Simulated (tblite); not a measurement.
Compound: C5H12NP.
Cartesian coordinates in Å at the GFN2-xTB level; atoms count from 1:
```xyz
19
C5H12NP angstrom
C     -2.236    1.945    0.367
C     -1.414    0.938    0.609
P     -0.452    0.099   -0.700
C     -1.285   -1.550   -0.496
N      0.926   -0.236    0.326
C      1.861   -1.215   -0.199
C      1.637    0.960    0.743
H     -2.361    2.341   -0.628
H     -2.820    2.415    1.143
H     -1.279    0.541    1.610
H     -1.123   -1.925    0.513
H     -2.350   -1.411   -0.675
H     -0.909   -2.264   -1.225
H      1.322   -2.091   -0.551
H      2.530   -1.522    0.609
H      2.475   -0.825   -1.020
H      2.266    1.384   -0.051
H      0.921    1.718    1.060
H      2.280    0.707    1.589
```

Computed with GFN2-xTB (tblite): harmonic, unscaled wavenumbers at the GFN2-xTB geometry, gas phase. This tight-binding method is rough: wavenumbers can miss measured ones by several per cent, in bad cases by 10 to 20. One conformer, not necessarily the lowest.

Harmonic wavenumbers (cm⁻¹): 57.2, 85.2, 165.1, 180.8, 202.3, 219.1, 240.3, 248.0, 323.0, 335.1, 339.1, 421.7, 543.0, 653.3, 699.4, 719.4, 859.4, 868.8, 904.3, 974.0, 997.4, 1010.7, 1040.3, 1076.7, 1143.0, 1176.8, 1214.6, 1233.1, 1301.7, 1400.9, 1410.8, 1422.2, 1438.3, 1462.5, 1478.0, 1488.0, 1494.6, 1502.7, 1668.6, 2892.0, 2894.2, 2967.9, 2971.6, 2994.5, 2998.9, 3006.9, 3011.6, 3015.4, 3035.4, 3075.9, 3104.4.

A = 3130, B = 1694, C = 1229 MHz; mass 117.071 u (most abundant isotopes); point group C1, symmetry number 1.

**Question.** What is the zero-point energy?

**Answer.** Half the sum of the wavenumbers: 34984 cm⁻¹ = 418.50 kJ/mol.

**Question.** What is S at 273.15 K and 1 bar for an ideal gas of classical rigid rotors and harmonic oscillators?

**Answer.** Translation 166.43, rotation 117.28, vibration 107.12: S = 390.8 J/(mol K).

**Question.** And Cp and H(273.15 K) − H(0)?

**Answer.** Cp = 149.43 J/(mol K), of which vibrations give 116.18 (their classical limit is 51 R = 424.0); H(273.15 K) − H(0) = 25.32 kJ/mol without the zero-point energy, 16.23 from vibrations.

**Question.** How do the functions run with temperature in this model?

**Answer.** 
| T (K) | S (J/(mol K)) | Cp (J/(mol K)) | H − H(0) (kJ/mol) | G − H(0) (kJ/mol) | ln q(vib) |
| --- | --- | --- | --- | --- | --- |
| 100 | 279.9 | 79.2 | 5.21 | -22.78 | 1.29 |
| 200 | 348.8 | 121.9 | 15.40 | -54.36 | 3.81 |
| 300 | 405.3 | 159.7 | 29.47 | -92.13 | 6.44 |
| 500 | 504.0 | 229.9 | 68.69 | -183.30 | 11.55 |
| 800 | 629.1 | 302.3 | 149.38 | -353.86 | 18.78 |
| 1000 | 700.2 | 335.4 | 213.30 | -486.93 | 23.25 |

q(vib) and H(0) count from the zero-point level.

**Question.** Which modes carry the vibrational entropy at 273.15 K?

**Answer.** 57.2 cm⁻¹: 18.32; 85.2 cm⁻¹: 15.05; 165.1 cm⁻¹: 9.73; 180.8 cm⁻¹: 9.03; 202.3 cm⁻¹: 8.17; 219.1 cm⁻¹: 7.57 J/(mol K); the other 45 give 39.26 together.

**Question.** Blend soft modes into free rotors: weight 1/[1 + (100 cm⁻¹/ν̃)⁴] for the oscillator and the rest for a rotor with moment μB/(μ + B), μ = h/(8π²ν), B = 10⁻⁴⁴ kg m². What vibrational entropy results?

**Answer.** 101.46 J/(mol K) in place of 107.12, which changes −T·S at 273.15 K by +1.55 kJ/mol.

Hindered rotation and anharmonicity are outside this model. Other conformers, if any are populated, would add a mixing term that is left out. The structure is chiral; the term R ln 2 for an equal mix with its mirror image is left out.
